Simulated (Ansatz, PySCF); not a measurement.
Species: SbH (charge 0, triplet). 
Coordinates optimised at B3LYP-D3(BJ)/def2-TZVP (Ansatz, an electronic-structure program):
SMILES: [SbH]
```xyz
2

Sb     0.0000     0.0000    -0.0331
H      0.0000     0.0000     1.6894
```
Charge 0, spin multiplicity 3.

Quantity: vertical ionisation energy (to the doublet state of charge +1; each state is the SCF solution reached for its spin), in eV. Cores are frozen in the correlated levels unless marked. UHF or UKS for open shells. No spin-orbit coupling. The frozen core is the preceding noble-gas configuration, with the filled d and f shells of earlier blocks. In def2 rows, elements after Kr have scalar-relativistic effective core potentials. CBS marks a two-point X^-3 extrapolation of the correlation energy; Hartree-Fock from the larger set.

```
level                                 program  vertical ionisation energy (eV)  minus last row
------------------------------------  -------  -------------------------------  --------------
SVWN5/def2-TZVPD                       Ansatz                             8.97            0.10
PBE/def2-TZVPD                         Ansatz                             8.83           -0.04
r2SCAN/def2-TZVPD                      Ansatz                             9.03            0.16
PBE0/def2-TZVPD                        Ansatz                             8.90            0.03
BHLYP/def2-TZVPD                       Ansatz                             8.77           -0.10
CAM-B3LYP/def2-TZVPD                   Ansatz                             8.87            0.00
wB97M-V/def2-TZVPD                     Ansatz                             8.78           -0.09
wB97X-V/def2-TZVPD                     Ansatz                             8.72           -0.15
CCSD/def2-SVPD                         Ansatz                             8.67           -0.20
CCSD/def2-QZVPPD                       Ansatz                             8.80           -0.07
CCSD/CBS(def2-TZVPPD,def2-QZVPPD)      Ansatz                             8.83           -0.04
CCSD(T)/def2-SVPD                      Ansatz                             8.69           -0.18
CCSD(T)/def2-TZVPPD                    Ansatz                             8.80           -0.07
CCSD(T)/def2-QZVPPD                    Ansatz                             8.84           -0.03
CCSD(T)/CBS(def2-TZVPPD,def2-QZVPPD)   Ansatz                             8.87            0.00
```

For comparison, minus the highest occupied orbital energy (PySCF): 5.49 eV at TPSS/def2-TZVPD, 5.24 eV at M06-L/def2-TZVPD, 5.48 eV at BP86/def2-TZVPD.
